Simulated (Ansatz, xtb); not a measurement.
## Two isomers of C4H9BS2

Structure I: `CB1SC[C@H](C)S1`, a singlet. Structure II: `C[C@@H]1SBS[C@H]1C`, a singlet. Both are isolated molecules in the gas phase, relaxed with PBE0-D3(BJ)/def2-SVP; each stands in its lowest conformer found.

I (Å):

```yaml
atoms:
  - { symbol: C, position_ang: [-0.4456, 0.1720, -2.4112] }
  - { symbol: C, position_ang: [-1.4213, 0.4841, 1.6736] }
  - { symbol: C, position_ang: [0.0909, 0.6119, 1.7799] }
  - { symbol: C, position_ang: [0.5703, 2.0411, 1.9674] }
  - { symbol: B, position_ang: [-0.5201, 0.3326, -0.8534] }
  - { symbol: S, position_ang: [-1.9850, 0.9466, -0.0028] }
  - { symbol: S, position_ang: [0.8271, -0.1187, 0.2549] }
  - { symbol: H, position_ang: [-0.7263, -0.8626, -2.6748] }
  - { symbol: H, position_ang: [0.5667, 0.3433, -2.8057] }
  - { symbol: H, position_ang: [-1.1481, 0.8366, -2.9356] }
  - { symbol: H, position_ang: [-1.9267, 1.1351, 2.4036] }
  - { symbol: H, position_ang: [-1.7402, -0.5531, 1.8559] }
  - { symbol: H, position_ang: [0.4425, -0.0145, 2.6154] }
  - { symbol: H, position_ang: [1.6682, 2.0901, 1.9799] }
  - { symbol: H, position_ang: [0.2060, 2.6820, 1.1503] }
  - { symbol: H, position_ang: [0.1960, 2.4487, 2.9206] }
```

II (Å):

```yaml
atoms:
  - { symbol: C, position_ang: [-1.0869, -0.1190, -1.0761] }
  - { symbol: C, position_ang: [0.1961, 0.6786, -0.9215] }
  - { symbol: C, position_ang: [0.5791, 0.9445, 0.5339] }
  - { symbol: C, position_ang: [1.5020, 2.1375, 0.7110] }
  - { symbol: B, position_ang: [2.1210, -1.0922, -0.3023] }
  - { symbol: S, position_ang: [1.5895, -0.2020, -1.7557] }
  - { symbol: S, position_ang: [1.3694, -0.5726, 1.2315] }
  - { symbol: H, position_ang: [-1.3007, -0.3233, -2.1345] }
  - { symbol: H, position_ang: [-1.9376, 0.4404, -0.6541] }
  - { symbol: H, position_ang: [-1.0099, -1.0812, -0.5477] }
  - { symbol: H, position_ang: [0.1002, 1.6469, -1.4400] }
  - { symbol: H, position_ang: [2.9290, -1.9799, -0.3528] }
  - { symbol: H, position_ang: [-0.3449, 1.0960, 1.1161] }
  - { symbol: H, position_ang: [1.7859, 2.2650, 1.7650] }
  - { symbol: H, position_ang: [1.0021, 3.0603, 0.3744] }
  - { symbol: H, position_ang: [2.4207, 2.0068, 0.1196] }
```

Which of the two would you expect CCSD(T)/def2-SVP + ΔMP2/def2-TZVPP electronic energies to favour?

Structure I; the calculation gives E(II) − E(I) = +0.330 eV.

The same difference at several levels:

```tsv
level	geometry	E(II) − E(I) (eV)	departure from the last row (eV)	job, with rough time for the two
GFN2-xTB	GFN2-xTB	−0.339	−0.669	optimisation, 0.24 s
HF/STO-3G	GFN2-xTB	+0.315	−0.015	single point, 0.4 s
r2SCAN-D4/def2-SVP	GFN2-xTB	+0.394	+0.064	single point, 4.2 s
PBE0-D3(BJ)/def2-SVP	PBE0-D3(BJ)/def2-SVP	+0.369	+0.039	optimisation, 29 s
HF/def2-SVP	PBE0-D3(BJ)/def2-SVP	+0.417	+0.087	part of the CCSD(T) run
MP2/def2-SVP	PBE0-D3(BJ)/def2-SVP	+0.279	−0.051	part of the CCSD(T) run
CCSD(T)/def2-SVP	PBE0-D3(BJ)/def2-SVP	+0.271	−0.059	single point
CCSD(T)/def2-SVP + ΔMP2/def2-TZVPP	PBE0-D3(BJ)/def2-SVP	+0.330		single point, 76 s
```

As drawn, II has 1 C–C, 1 B–H in place of 1 C–B, 1 C–H.

GFN2-xTB puts the two in the other order. The largest departure from CCSD(T)/def2-SVP + ΔMP2/def2-TZVPP is that of GFN2-xTB, 0.669 eV. The last row adds to CCSD(T) the change of the MP2 difference between the two basis sets, here +0.059 eV.

With thermal terms from frequencies at re-optimised GFN2-xTB minima (ideal gas, soft modes damped towards free rotors, one conformer each, 298.15 K, 1 atm): the zero-point term adds +0.003 eV; ΔH is +0.314 and ΔG +0.387 eV.

The correlated steps freeze 15 core orbitals. Programs: Ansatz 0.2.0, xtb 6.7.1; the last row on 4 threads of Arm Neoverse V2 on a shared host.
